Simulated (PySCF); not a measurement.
## Two-component Hartree-Fock for Br⁻ (bromine, charge -1)

Start: [Kr]. Calculated with PySCF 2.14 in x2c-TZVPall-2c with one added diffuse shell each of s, p, d type (7s8p5d1f, 63 functions): generalised Hartree-Fock with the X2C-1e Hamiltonian and a Gaussian nucleus; one run each with spin-orbit coupling (SO) switched off, then screened by Boettger's factors.

| spinor shell | electrons | ε, spin-free (eV) | ε, screened SO (eV) | weight of nominal j (screened SO) | rms radius, screened SO (bohr) |
| --- | --- | --- | --- | --- | --- |
| 1s1/2 | 2 | -13548.2 | -13547.9 | 1.000 | 0.0492 |
| 2s1/2 | 2 | -1816.6 | -1816.5 | 1.000 | 0.205 |
| 2p1/2 | 2 | -1595.9 | -1628.5 | 1.000 | 0.180 |
| 2p3/2 | 4 | -1595.9 | -1580.3 | 1.000 | 0.184 |
| 3s1/2 | 2 | -268.22 | -268.20 | 1.000 | 0.588 |
| 3p1/2 | 2 | -196.17 | -201.12 | 1.000 | 0.601 |
| 3p3/2 | 4 | -196.17 | -193.80 | 1.000 | 0.611 |
| 3d3/2 | 4 | -76.626 | -77.299 | 1.000 | 0.649 |
| 3d5/2 | 6 | -76.626 | -76.163 | 1.000 | 0.653 |
| 4s1/2 | 2 | -19.373 | -19.373 | 1.000 | 1.89 |
| 4p1/2 | 2 | -3.743 | -4.125 | 1.000 | 2.47 |
| 4p3/2 | 4 | -3.743 | -3.563 | 1.000 | 2.56 |

| quantity | spin-free | screened SO |
| --- | --- | --- |
| E (hartree) | -2604.42968 | -2604.56919 |
| M_J | 0 | 0 |
| ⟨J²⟩ | 0.000 | 0.000 |
| ⟨L²⟩ | 0.000 | 0.006 |
| ⟨S²⟩ | 0.000 | 0.006 |

Without spin-orbit coupling the j labels of p, d and f shells carry no meaning; the spin-free column gives the mean over the occupied spinors of each nl shell.
